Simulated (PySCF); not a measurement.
C4H9NSSi2.
InChI=1S/C4H9NSSi2/c7-5(8)4-2-1-3-6-4/h1-3H,7-8H3

Torsions of this conformer, `[SiH3:1][N:2]([SiH3:3])[c:4]1[cH:5][cH:6][cH:7][s:8]1`: Si1–N2–C4–C5 8°.

The closed-shell ground state was solved at several levels (PySCF, density fitting, gas phase, non-relativistic). Geometry: PBE0-D3(BJ)/def2-SVP; no solvent, vibrations or thermal averaging.

```
            level  basis functions  HOMO (eV)  LUMO (eV)  gap (eV)  dipole (D)
wB97X-D/def2-SVPD              247      -7.71       1.39      9.10        0.66
   B3LYP/pcSseg-1              202      -5.74      -0.41      5.33        0.67
```

Problem. Estimate the row for PBE0/pcSseg-1, a basis of 202 functions; the other rows only guide the guess.

Solution. HOMO -5.97 eV, LUMO -0.26 eV, gap 5.71 eV, dipole 0.70 D.

Problem. Over all these levels, which gives the widest orbital gap and which the narrowest?

Solution. wB97X-D/def2-SVPD (range-separated hybrid) has the widest, 9.10 eV, and B3LYP/pcSseg-1 (global hybrid, 20 % exact exchange) the narrowest, 5.33 eV. Functional and basis both differ between the two, so the spread mixes both effects.

Problem. How far do the dipole and the HOMO energy spread over the levels?

Solution. The dipole runs from 0.66 to 0.70 D (mean 0.67 D) and the HOMO from -7.71 to -5.74 eV.
